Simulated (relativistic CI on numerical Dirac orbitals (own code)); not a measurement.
Re⁶⁺: resonant inelastic scattering at the O2,3 edge

Computed with this model: Dirac-Coulomb-Breit CI, KLI orbitals optimised for each configuration, model QED (radiative potential, 1s self-energy scaled to tabulated hydrogen-like ionisation energies), valence Slater integrals scaled by 0.7, Kramers-Heisenberg scattering through one core-hole configuration in a parametric crystal field; configurations [Xe] 4f14 5d → [Kr] 4d10 4f14 5s2 5p5 5d2; 300 K; core-hole width 1 eV; summed over polarisations. Incident energies are the highest absorption maxima for each field (at most a few, so the weaker spin-orbit partner edge can be absent), on the computed scale of the free ion. Intensities are in per cent of the strongest line above 0.02 eV; levels within 1 cm⁻¹ are merged; final levels count from the ground level, the first row holds all elastic scattering, lines under 0.4 are left out and each table stops after 24 rows. The scale of the Slater integrals is a model choice and moves the terms in proportion.

Field parameters in Wybourne normalisation: D3d B²₀ = −7Dσ, B⁴₀ = −14Dq − 21Dτ, B⁴₃ = −14√(10/7) Dq; Oh B⁴₀ = 21Dq, B⁴₄ = √(5/14) B⁴₀. The field is a parameter set, without covalency, and values of 10Dq over about 45,000 cm⁻¹ lie beyond real compounds.

S is read from ⟨S²⟩ = S(S + 1).

D3d, 10Dq = 55700, Dσ = -750, Dτ = -320 cm⁻¹:

```
Final level (eV)  Degeneracy  Irrep     S  54.2 eV  57.2 eV  63.8 eV
           0.000           2  Γ5+Γ6  0.50    195.5    195.3    223.5
           0.280           2     Γ4  0.50     66.7    100.0     90.9
           1.096           2     Γ4  0.50      9.7     36.6     50.6
           7.302           2     Γ4  0.50      7.2      9.5     97.3
           7.306           2  Γ5+Γ6  0.50      7.3      4.7     59.0
```

Oh, 10Dq = 55350 cm⁻¹:

```csv
Final level (eV),Degeneracy,Irrep,S,54 eV,57.1 eV,63.8 eV
0.000,4,Γ8,0.50,179.2,217.4,218.5
0.824,2,Γ7,0.50,1.1,7.9,14.2
7.229,4,Γ8,0.50,10.6,7.1,100.0
```

D3d, 10Dq = 41100, Dσ = 870, Dτ = -160 cm⁻¹:

```tsv
Final level (eV)	Degeneracy	Irrep	S	54.5 eV	61.9 eV	62.8 eV
0.000	2	Γ4	0.50	79.9	118.0	213.4
0.179	2	Γ5+Γ6	0.50	27.9	46.3	100.0
0.938	2	Γ4	0.50	1.4	3.4	24.5
5.500	2	Γ5+Γ6	0.50	5.7	33.7	37.2
5.553	2	Γ4	0.50	2.8	15.8	29.7
```

For the first field the strongest loss at the lowest incident energy is the level at 0.28 eV (S = 0.50, against 0.50 in the thermal ground state).
